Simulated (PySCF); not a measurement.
A structure optimised at PBE0-D3(BJ)/def2-SVP, used in a PySCF frequency run:

```
C
H 1 1.1012
H 1 1.1061 2 106.94
O 1 1.4190 2 107.99 3 -119.26
Si 4 1.6688 1 119.90 2 -176.34
H 5 1.4830 4 106.67 1 170.43
Si 1 1.9274 2 110.93 3 119.88
H 7 1.4944 1 111.61 2 -82.13
H 7 1.4949 8 109.60 1 -121.75
Cl 5 2.0800 6 108.57 4 -117.60
Si 5 2.3486 6 122.16 4 115.56
H 11 1.4917 5 113.44 6 113.87
H 11 1.4937 12 110.89 5 129.14
```
Charge 0, spin multiplicity 1.

Q: Write its SMILES and formula.

A: Cl[Si@@H]1OC[SiH2][SiH2]1, CH7ClOSi3

Q: What are its rotational constants (standard atomic weights)?

A: 2.2972, 1.0945, 0.90847 GHz
